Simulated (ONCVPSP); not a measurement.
## Ni (Z = 28), ONCV: configuration errors across variants

```json
{
  "Element": "nickel",
  "Generator": "ONCVPSP 4.0.1",
  "Type": "optimised norm-conserving Vanderbilt (ONCV)",
  "Functional": "PBE",
  "Relativity": "scalar-relativistic",
  "Frozen core": "[Ne]",
  "Valence charge": "18",
  "Reference configuration": "3s2 3p6 3d8 4s1.75 4p0.25",
  "Partial waves": "3s+4s: rc 1.10 bohr, ncon 4, nbas 8, qcut 9.1 1/bohr, 2 projectors; 3p+4p: rc 1.15 bohr, ncon 3, nbas 6, qcut 14 1/bohr, 2 projectors; 3d: rc 0.85 bohr, ncon 4, nbas 8, qcut 16.5 1/bohr, 2 projectors, debl 3.9 Ha",
  "Local potential": "polynomial inside 0.80 bohr (lpopt 2, dvloc0 0 Ha)",
  "Core correction": "none"
}
```

All-electron excitation energies from the reference (eV): (1) 3s2 3p6 3d8 4s2 4p0 -1.115; (2) 3s2 3p6 3d8 4s1 4p0 8.208; (3) 3s2 3p6 3d8.5 4s1.5 4p0 -2.297.

3 further variants failed, have other tests or another functional or relativity, and are left out.

Errors AE − PS in meV (a dash: test not solved or not reliable):

```tsv
change	(1)	(2)	(3)	bound ghosts	GHOST(+) flags above zero
base	+0.1	-0.3	+0.2	none	none
core correction Teter function, fcfact 5.75, rcfact 1.15	+0.1	-0.3	+0.1	none	none
s: rc 1.36	+0.1	-0.3	+0.3	none	none
p: nproj 4	+0.1	-0.2	+0.2	none	none
d: rc 0.6; local potential polynomial inside 0.60 bohr (lpopt 2, dvloc0 0 Ha)	+0.1	-0.3	-2.7	none	none
local potential polynomial inside 0.80 bohr (lpopt 2, dvloc0 -0.5 Ha)	+0.1	-0.3	+0.2	none	none
d: ncon 3, nbas 7	+0.1	-0.3	+0.9	none	none
s: qcut 10.3; p: qcut 15.9; d: qcut 18.7	+0.1	-0.3	+0.1	none	none
s: qcut 10.4	+0.1	-0.3	+0.1	none	none
```

Give the same row for: p: qcut 8.1.

+0.1, -0.3, 0.0; bound ghosts: none; GHOST(+) flags above zero: none.
